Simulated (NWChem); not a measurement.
System: C2H4BNO2; SMILES O(C)BN=C=O

```xyz
10

B     -0.5405    -0.5532     0.0001
H     -1.7218    -0.8243    -0.0014
N     -0.1150     0.8045     0.0014
C      0.0200     1.9919     0.0002
O      0.1788     3.1489    -0.0009
O      0.3963    -1.5147     0.0007
C      0.0804    -2.8829    -0.0009
H      0.5272    -3.3587    -0.8871
H      0.5073    -3.3569     0.8962
H     -1.0086    -3.0537    -0.0127
```
Atoms are numbered in this order, from 1.

Program: NWChem. Medium grid unless said otherwise, to which SCAN and Minnesota functionals are sensitive. The geometry was optimised at PBE0/def2-SVP.

Task: Order these by “orbital gap (eV)”, lowest first: LDA (Slater exchange, VWN5)/def2-SVP; r2SCAN/def2-SVP; PW6B95/def2-SVP; B3LYP/def2-SVP.

Result: LDA (Slater exchange, VWN5)/def2-SVP (5.35), r2SCAN/def2-SVP (6.09), B3LYP/def2-SVP (7.37), PW6B95/def2-SVP (7.97)
